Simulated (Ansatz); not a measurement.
C2H7NOSi can be A, `C[Si]1(N)CO1`, or B, `NC1([SiH3])CO1`.

Program: Ansatz. Geometries: PBE0-D4/def2-TZVP. ΔE: electronic, gas phase. CBS: MP2 limit from def2 TZ/QZ plus the TZ coupled-cluster correction, frozen cores. Functionals use def2-TZVPP. B3LYP here is the variant with VWN-RPA as its local correlation; programs differ in this. Each species was taken in one conformer, which may not be the lowest.

A:

Z-matrix (Å, degrees):
```
C
Si 1 1.850
H 1 1.091 2 109.8
H 1 1.093 2 110.8 3 -119.2
H 1 1.092 2 111.4 3 120.3
N 2 1.694 1 109.6 3 -179.2
C 2 1.800 1 123.9 3 -20.9
O 2 1.652 1 117.9 3 39.2
H 6 1.005 2 122.2 1 -13.5
H 6 1.005 2 123.1 1 -176.8
H 7 1.090 2 122.4 1 -161.7
H 7 1.089 2 123.9 1 2.9
```

B:

```xyz
12

N     0.9723   -1.1175    0.6032
C     0.2575   -0.1104   -0.0761
Si   -1.5918   -0.0558    0.2817
C     0.9477    1.1140   -0.4739
O     0.5956    0.1671   -1.4645
H     0.6380   -2.0434    0.3703
H     1.9686   -1.0746    0.4275
H    -2.2037    0.9987   -0.5635
H    -1.8319    0.2403    1.7171
H    -2.1886   -1.3793   -0.0438
H     2.0138    1.1940   -0.2629
H     0.4226    2.0669   -0.5153
```

Which isomer does CCSD(T)/CBS put lower? Give the gap. (An estimate is asked.)

The calculation gave: A, by 259.1 kJ/mol.

Give E(B) − E(A) in kJ/mol with B3LYP, ωB97M-V, PBE-D4, BLYP-D4, MP2/def2-TZVPP, HF/def2-TZVPP, CCSD(T)/def2-SVP. (An estimate is asked.)

The calculation gave: B3LYP 251.9, ωB97M-V 256.3, PBE-D4 236.6, BLYP-D4 244.0, MP2/def2-TZVPP 260.8, HF/def2-TZVPP 251.4, CCSD(T)/def2-SVP 187.8. None reverses the order clearly.

Does the order hold for the free energy at 298.15 K (harmonic terms from PBE0-D4)? (An estimate is asked.)

The calculation gave: Yes: G(B) − G(A) = +250.2 kJ/mol, for one conformer each.

Largest T1 diagnostic: 0.012.

From PBE to PBE0 (25 % exact exchange), in def2-TZVPP and without D4, E(B) − E(A) moves by +8.0 kJ/mol. Leaving LDA and LC-ωPBE aside and taking each functional with its dispersion term where it has one, the values, not all of them listed here, spread over 28.2 kJ/mol, from revPBE-D4 to B97M-V.
